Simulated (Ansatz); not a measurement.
Geometry optimisation, RKS r2SCANh-D4/6-31G (Ansatz 0.2.0).

The input (input.yaml):

```yaml
crystal:
  periodic: [false, false, false]
  atoms:
    - { symbol: "N", position_ang: [-1.8897, 0.1641, 0.2249] }
    - { symbol: Si, position_ang: [-0.248, 0.0018, 0.3772] }
    - { symbol: Si, position_ang: [0.4709, -2.1838, 0.208] }
    - { symbol: Cl, position_ang: [0.2958, 0.8188, 2.2078] }
    - { symbol: C, position_ang: [0.6723, 1.0216, -0.9361] }
    - { symbol: O, position_ang: [0.3347, 2.441, -0.9954] }
    - { symbol: H, position_ang: [-2.0964, 1.1866, -0.0188] }
    - { symbol: H, position_ang: [-2.343, 0.0768, 1.1112] }
    - { symbol: H, position_ang: [1.9815, -2.2178, 0.4665] }
    - { symbol: H, position_ang: [0.2114, -2.7478, -1.1003] }
    - { symbol: H, position_ang: [-0.1545, -3.043, 1.273] }
    - { symbol: H, position_ang: [1.7702, 0.9714, -0.736] }
    - { symbol: H, position_ang: [-0.0064, 2.47094, -1.9243] }
    - { symbol: H, position_ang: [0.5614, 2.8468, -0.1286] }
basis:
  gaussian: { orbitals: "6-31G" }
hamiltonian:
  xc: r2scanh
  dispersion: d4
relax:
  f_tol: 0.02
  max_steps: 50
```

Run as:

```bash
$ ansatz run input.yaml --threads 2 --pin off --max-ram 3072MiB --backend cpu --events-out ev --progress --plain --runs-dir out
```

Question: Where does it end, and by what steps?

Answer: The run converged. Limits of this set-up: no polarisation functions. After 29 steps the energy has fallen by 2.401 eV; H13 moved furthest, 1.17 Å.

| step | energy less start (eV) | largest force component (eV/Å) | accepted |
| --- | --- | --- | --- |
| 0 | 0.0000 | 4.438 | yes |
| 2 | -1.9038 | 1.360 | yes |
| 4 | -2.1487 | 0.544 | yes |
| 6 | -2.2764 | 0.947 | yes |
| 8 | -2.3662 | 0.331 | yes |
| 10 | -2.3794 | 0.187 | yes |
| 12 | -2.3853 | 0.073 | yes |
| 14 | -2.3865 | 0.054 | yes |
| 16 | -2.3872 | 0.038 | yes |
| 18 | -2.3886 | 0.173 | yes |
| 20 | -2.3921 | 0.237 | yes |
| 22 | -2.3965 | 0.212 | yes |
| 24 | -2.3979 | 0.108 | no |
| 26 | -2.4001 | 0.051 | yes |
| 28 | -2.4007 | 0.045 | yes |
| 29 | -2.4009 | 0.016 | yes |

```xyz
14
Properties=species:S:1:pos:R:3
N -1.949 0.119 0.150
Si -0.213 0.032 0.025
Si 0.500 -2.178 0.406
Cl 0.561 1.276 1.964
C 0.480 1.096 -1.303
O 0.750 2.520 -0.679
H -2.476 0.780 -0.400
H -2.488 -0.384 0.837
H 1.955 -2.197 0.763
H 0.288 -3.004 -0.830
H -0.299 -2.782 1.525
H 1.440 0.837 -1.743
H 0.138 3.191 -1.012
H 0.871 2.500 0.326
```

Time of the run: 120 s on 2 threads of Intel(R) Xeon(R) Platinum 8488C (Sapphire Rapids) (shared host), peak memory 0.27 GiB.
